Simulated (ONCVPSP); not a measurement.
Which change was made? (Be, ONCV)

beryllium (Be), optimised norm-conserving Vanderbilt (ONCV), made with ONCVPSP 4.0.1 (LDA (Perdew-Zunger), scalar-relativistic). Core none, reference 1s2 2s2. Waves: 1s+2s: rc 0.70 bohr, ncon 4, nbas 7, qcut 16.6 1/bohr, 3 projectors, debl 3.2 Ha; p scattering state at 0.44 Ha: rc 0.65 bohr, ncon 4, nbas 8, qcut 12.9 1/bohr, 3 projectors, debl 2.4 Ha; d scattering state at 0.39 Ha: rc 0.70 bohr, ncon 4, nbas 9, qcut 13.7 1/bohr, 2 projectors, debl 2.1 Ha. Local part: polynomial inside 0.65 bohr (lpopt 5, dvloc0 0 Ha). Core correction: none.

Cutoffs, loose and tight: the cutoffs (Ha) at which the residual kinetic energy of the hardest occupied pseudo-wave falls to 1 and 0.1 mHa per electron. They do not see the model core or the augmentation charge, which bear on the density cutoff. Test errors are all-electron minus pseudo excitation energies from the reference, over the configurations 1s2 2s1; 1s2 2s0; 1s2 2s1.5; 1s2 2s0 2p1; variants that change the core or the reference have their own tests. The largest error is taken over the tests solved by every variant that gives reliable tests at all, those not shown here included: 1s2 2s0; 1s2 2s1; 1s2 2s1.5.

The base gives: outcome: generated; cutoff, loose: 106 Ha; cutoff, tight: 123 Ha; bound ghosts: none; GHOST(+) flags above zero: p; largest test error (meV): +2.4.

Question: After one change the result is: outcome: generated; cutoff, loose: 126 Ha; cutoff, tight: 151 Ha; bound ghosts: none; GHOST(+) flags above zero: p; largest test error (meV): +1.9. Which change was it?
A. s: qcut 20.3; p: qcut 15.8; d: qcut 16.8
B. s: qcut 12.9; p: qcut 10; d: qcut 10.6
C. s: qcut 10.5; p: qcut 8.2; d: qcut 8.7
D. s: qcut 24.2; p: qcut 18.8; d: qcut 20

Answer: A. The others give: s: qcut 12.9; p: qcut 10; d: qcut 10.6 → outcome: generated; cutoff, loose: 90 Ha; cutoff, tight: 239 Ha; bound ghosts: none; GHOST(+) flags above zero: p; largest test error (meV): +3.2 | s: qcut 10.5; p: qcut 8.2; d: qcut 8.7 → outcome: generated; cutoff, loose: 228 Ha; cutoff, tight: 272 Ha; bound ghosts: p; GHOST(+) flags above zero: s, d; largest test error (meV): +3.4 | s: qcut 24.2; p: qcut 18.8; d: qcut 20 → outcome: generated; cutoff, loose: 147 Ha; cutoff, tight: 179 Ha; bound ghosts: none; GHOST(+) flags above zero: none; largest test error (meV): +1.4.
